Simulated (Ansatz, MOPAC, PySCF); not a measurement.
Molecule: HSe, net charge 0, doublet state. SMILES: [SeH]
Structure (B3LYP-D3(BJ)/def2-TZVP (Ansatz, a first-principles code) minimum search):
```xyz
2

Se     0.0000     0.0000    -0.0421
H      0.0000     0.0000     1.4328
```
Charge 0, spin multiplicity 2.

Unscaled harmonic wavenumbers (cm⁻¹) in rising order, each level at the stationary point that it reaches from this structure (no distance between atoms moves by over 0.3 Å); the order of modes can differ between levels, and a negative number is imaginary. B3LYP-D3(BJ)/def2-TZVP (PySCF, at the structure above): 2396.

AM1 (MOPAC): 1877. Zero-point energy 2.7 against 3.4 kcal/mol; where all levels lie over 400 cm⁻¹, the wavenumbers are on average 0.784 times those of B3LYP-D3(BJ)/def2-TZVP.

PM6 (MOPAC): 2497. Zero-point energy 3.6 against 3.4 kcal/mol; where all levels lie over 400 cm⁻¹, the wavenumbers are on average 1.042 times those of B3LYP-D3(BJ)/def2-TZVP.

HF/6-31G* with LANL2DZ past Ar (Ansatz): 2354. Zero-point energy 3.4 against 3.4 kcal/mol; where all levels lie over 400 cm⁻¹, the wavenumbers are on average 0.983 times those of B3LYP-D3(BJ)/def2-TZVP.

B3LYP/6-31G* with LANL2DZ past Ar (Ansatz): 2219. Zero-point energy 3.2 against 3.4 kcal/mol; where all levels lie over 400 cm⁻¹, the wavenumbers are on average 0.926 times those of B3LYP-D3(BJ)/def2-TZVP.
